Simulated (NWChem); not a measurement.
# CH₃FMg; SMILES [CH3][Mg][F]

```xyz
6

Mg    -0.0770     0.2809     0.0014
F      0.2007     2.0247    -0.0011
C     -0.4036    -1.7715     0.0043
H      0.0622    -2.2590    -0.8686
H     -1.4794    -2.0131    -0.0233
H      0.0147    -2.2493     0.9061
```
Atoms are numbered in this order, from 1.

Geometry: optimised at PBE0/def2-SVP.

Q: Give the principal values of the shielding tensors (ppm) of Mg1, F2, C3 from KT2/pcSseg-1, GIAO (NWChem), with their diamagnetic and paramagnetic parts as GIAO splits them.

A: 
| atom | σ11 | σ22 | σ33 | isotropic | diamagnetic | paramagnetic |
|---|---|---|---|---|---|---|
| Mg1 | 383.6 | 383.6 | 711.4 | 492.9 | 712.0 | -219.1 |
| F2 | 306.2 | 306.2 | 488.0 | 366.8 | 474.4 | -107.6 |
| C3 | 198.2 | 215.1 | 215.1 | 209.5 | 251.0 | -41.5 |
